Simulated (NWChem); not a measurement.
Species: BGeH₅O₂; SMILES O[B](O)[GeH3]

```xyz
9

B      0.0000    -1.0886     0.0044
Ge    -0.0001     1.0049     0.0002
H     -0.0370     1.5710    -1.4361
H     -1.2283     1.5853     0.7355
H      1.2641     1.5845     0.6726
O      1.1498    -1.8069    -0.0017
H      1.9436    -1.2672     0.0134
O     -1.1492    -1.8080    -0.0017
H     -1.9439    -1.2695     0.0135
```
Atoms are numbered in this order, from 1.

Computed with NWChem. Pople sets run with spherical d functions. Structure relaxed at the PBE0/def2-SVP level. Total energies compare along this basis series because the functional is fixed.

```tsv
level	basis functions	energy (Ha)	highest occupied level (eV)	orbital gap (eV)	dipole (D)	relative time
Hartree-Fock/STO-3G	38	-2226.8189	-8.32	17.18	1.36	1
Hartree-Fock/3-21G	59	-2241.7560	-10.96	14.40	2.24	1
Hartree-Fock/6-31G*	84	-2252.4728	-11.01	14.44	1.77	9
Hartree-Fock/6-311G**	128	-2252.7857	-11.08	14.01	1.69	10
```

Times are rough ratios from one shared machine.
